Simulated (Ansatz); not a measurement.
Consider the atomization: `CO[SiH](N)O[SiH3]` → C• + 9 H• + N• + 2 O• + 2 Si•.

Program: Ansatz. Geometries: PBE0-D4/def2-TZVP. ΔE: electronic, gas phase. CCSD(T)/CBS is the MP2 limit (def2-TZVPP, def2-QZVPP) plus CCSD(T) − MP2 in def2-TZVPP, frozen cores. This one scheme is used for every species, atoms too. Functionals use def2-TZVPP. No spin–orbit coupling; open shells (•) take unrestricted orbitals. Spin–orbit coupling would lower the free atoms: a little for C, O, Si. Each species was taken in one conformer, which may not be the lowest.

```json
{"level": "r2SCAN-D4", "ΔE (kcal/mol)": "1320.9"}
{"level": "B2PLYP", "ΔE (kcal/mol)": "1309.6"}
{"level": "CCSD(T)/def2-TZVPP", "ΔE (kcal/mol)": "1289.7"}
{"level": "HF/CBS(def2)", "ΔE (kcal/mol)": "968.6"}
```

Problem. What does CCSD(T)/CBS give? (Best estimate.)

Solution. Ansatz gave: +1328.4 kcal/mol. The listed levels differ from it by -7.5, -18.8, -38.7, -359.8 kcal/mol.

Largest T1 diagnostic among the species: 0.012.

In def2-TZVPP, CCSD(T) changes the Hartree–Fock value by +325.2 kcal/mol (the triples alone add +16.3 kcal/mol) and MP2 by +342.7 kcal/mol; breaking electron pairs costs correlation energy, which Hartree–Fock lacks. The D4 term adds +12.9 kcal/mol with B3LYP and +6.9 kcal/mol with PBE0; it sums over pairs of atoms, weighted by their polarisabilities, and B3LYP, whose exchange is more repulsive, gets the larger term.

B3LYP here is the variant with VWN-RPA as its local correlation; programs differ in this.

For atomizations the MP2-based limit and the directly extrapolated one differ by several kJ/mol either way, and by 10 to 25 for some Ge, Se and Sn compounds, so smaller differences from it don't rank the levels.
